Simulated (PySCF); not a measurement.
Point-charge models of `C#C[Si@@H](S/C=C/CCC)Cl` against its computed dipole.

Coordinates (GFN2-xTB, Å) and charges (e) from the PBE0/pcSseg-1 density (PySCF):

```csv
atom,x,y,z,Mulliken,IAO,Hirshfeld,ESP-fitted
C1,-5.916,-0.541,0.416,-0.1524,-0.1525,-0.0584,-0.3681
C2,-4.735,-0.597,0.200,-0.1940,-0.3377,-0.1607,+0.0299
Si3,-2.919,-0.653,-0.106,+0.7831,+0.8633,+0.3481,+0.1857
Cl4,-1.976,-1.592,1.414,-0.2770,-0.2857,-0.0945,-0.1148
S5,-2.378,1.441,-0.202,-0.1811,-0.1010,-0.0687,-0.1701
C6,-0.619,1.471,-0.238,-0.2221,-0.2712,-0.0729,-0.2005
C7,0.201,0.474,-0.523,-0.1798,-0.1497,-0.0518,-0.2289
C8,1.691,0.593,-0.503,-0.1724,-0.2512,-0.0642,-0.1189
C9,2.294,-0.308,0.580,-0.2873,-0.2436,-0.0634,+0.3283
C10,3.816,-0.260,0.568,-0.2624,-0.4175,-0.1165,-0.4360
H11,-6.951,-0.494,0.601,+0.0728,+0.2097,+0.1062,+0.3164
H12,-2.628,-1.318,-1.369,-0.0250,-0.1170,-0.0631,+0.0250
H13,-0.255,2.462,-0.013,+0.1440,+0.1658,+0.0507,+0.2320
H14,-0.180,-0.511,-0.756,+0.1326,+0.1332,+0.0339,+0.1831
H15,1.982,1.629,-0.324,+0.1149,+0.1338,+0.0424,+0.0473
H16,2.087,0.290,-1.477,+0.1273,+0.1395,+0.0419,+0.0701
H17,1.924,0.013,1.556,+0.1262,+0.1364,+0.0355,-0.0317
H18,1.961,-1.337,0.420,+0.1193,+0.1305,+0.0362,-0.0431
H19,4.201,-0.600,-0.391,+0.1070,+0.1355,+0.0386,+0.0951
H20,4.223,-0.901,1.347,+0.1181,+0.1432,+0.0419,+0.0989
H21,4.167,0.755,0.739,+0.1080,+0.1362,+0.0391,+0.1003
```

Question: Form Σ q r in debye for every column and set it beside the full dipole.

Answer: The full density gives (0.29, -0.47, -0.56) D, 0.79 D in size; dipole vectors point from the negative to the positive end.

```tsv
scheme	μx	μy	μz	size (D)	share of the full size (%)	angle to the full dipole (°)
Mulliken	2.54	-1.10	-2.06	3.45	436	28
IAO	-0.25	-0.17	-1.32	1.35	171	46
Hirshfeld	-0.01	-0.13	-0.24	0.28	35	26
ESP-fitted	0.31	-0.44	-0.61	0.81	103	4
```

Question: Which set comes closest?

Answer: Length of the difference vector: ESP-fitted 0.06 D, Hirshfeld 0.56 D, IAO 0.98 D, Mulliken 2.77 D. Closest: ESP-fitted. ESP charges are fitted to the potential around the molecule, whose slowest-falling term is the dipole's. The schemes that divide the density aren't constrained to reproduce the dipole.

Question: What is left for the Hirshfeld atoms' own dipoles?

Answer: The shares of the density sum to the whole, so what Σ q r misses lies in dipoles about the nuclei. The atomic dipoles sum to (0.29, -0.47, -0.56) − (-0.01, -0.13, -0.24) = (0.30, -0.34, -0.32) D, 0.56 D in size.

Question: With the origin at the mean of the coordinates, (0.000, 0.001, 0.092) Å, which are the largest single terms, by size, of the Mulliken dipole along the direction of the full one?

Answer: Si3 -2.06, C10 -1.55, C1 +1.53, C2 +1.37, S5 +1.34 D; all 21 atoms together +3.06 D. The single terms depend on the origin, their sum doesn't.

Question: Give the size of the full dipole in other units.

Answer: 0.79 D = 0.311 au = 0.165 e·Å = 2.64 × 10⁻³⁰ C·m.

Isolated species at its GFN2-xTB geometry (one conformer only).

The run behind these numbers computed NMR shieldings as well. The run took 68 s (with the writing of density and orbital grids) on one thread, Arm Neoverse V2 (aarch64), no GPU, shared host, and the process peaked at 1.1 GiB of memory.

Conformer computed: `[CH:1]#[C:2][Si@H:3]([Cl:4])[S:5]/[CH:6]=[CH:7]/[CH2:8][CH2:9][CH3:10]`: C2–Si3–S5–C6 171°, Si3–S5–C6–C7 17°, C6–C7–C8–C9 116°, C7–C8–C9–C10 177°.
